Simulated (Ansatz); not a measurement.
Ansatz (a first-principles code) input:

Ansatz 0.2 input:
```yaml
crystal:
  periodic: [false, false, false]
  atoms:
    - {symbol: Sn, position_ang: [-0.27398500, -0.29800870, -0.15150228]}
    - {symbol: Cl, position_ang: [0.10159693, 1.40645448, -1.74126180]}
    - {symbol: Cl, position_ang: [-1.11448683, 0.72172916, 1.80484208]}
    - {symbol: Cl, position_ang: [1.81872815, -1.25168748, 0.38201466]}
basis:
  gaussian:
    orbitals: def2-SVPD
magnetization: {spin_polarized: true, initial_magnetization: 1}
correlation: {method: ccsd_t, electrons: outside_noble_gas}
output: {forces: true}
```

Problem. Which total energy does the run end on?

Solution. -1592.11057 Eh (CCSD(T)/def2-SVPD). The basis has 113 functions.

It need not be the lowest isomer of its formula.
